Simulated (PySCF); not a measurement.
PySCF 2.14 output of an unrestricted CAM-B3LYP calculation on a single atom or ion in aug-cc-pVQZ-PP with ECP60MDF, with scalar relativity through the core potential:

```
SCF conv_tol = 1e-09
number electrons alpha = 12  beta = 10
    T. Yanai, D. P. Tew, and N. C. Handy.,  Chem. Phys. Lett. 393, 51 (2004)
cycle= 1 E= -213.940109007631  delta_E= -0.00824  |g|= 0.0131  |ddm|= 0.492
cycle= 2 E= -213.940291083196  delta_E= -0.000182  |g|= 0.00239  |ddm|= 0.0645
cycle= 3 E= -213.940307106926  delta_E= -1.6e-05  |g|= 0.000939  |ddm|= 0.0137
cycle= 4 E= -213.940308532992  delta_E= -1.43e-06  |g|= 0.000337  |ddm|= 0.00417
cycle= 5 E= -213.940308850001  delta_E= -3.17e-07  |g|= 3.13e-05  |ddm|= 0.00277
cycle= 6 E= -213.940308852958  delta_E= -2.96e-09  |g|= 2.76e-06  |ddm|= 0.00028
cycle= 7 E= -213.940308852969  delta_E= -1.11e-11  |g|= 2e-07  |ddm|= 1.49e-05
converged SCF energy = -213.940308852969  <S^2> = 2.0013429  2S+1 = 3.0008952
```

The run itself started from symmetry-adapted Hartree-Fock orbitals and held the occupation by maximum overlap, on a logarithmic radial grid, so the iterations belong to that start.

Problem. Which element, charge and spin multiplicity is this?

Solution. Bi+ (bismuth, charge +1), multiplicity 3; the state was [Xe] 4f14 5d10 6s2 6p1 6d1, one real determinant (an excited configuration).

⟨L²⟩ = 8.01 against 12 for a pure F term, so this real determinant mixes terms. Energies and moments cover only the electrons outside the core potential. Spin-orbit coupling, absent here, splits the open shell strongly. The outer electron is Rydberg-like, and this basis confines it to a smaller radius and binds it less than a complete one would.
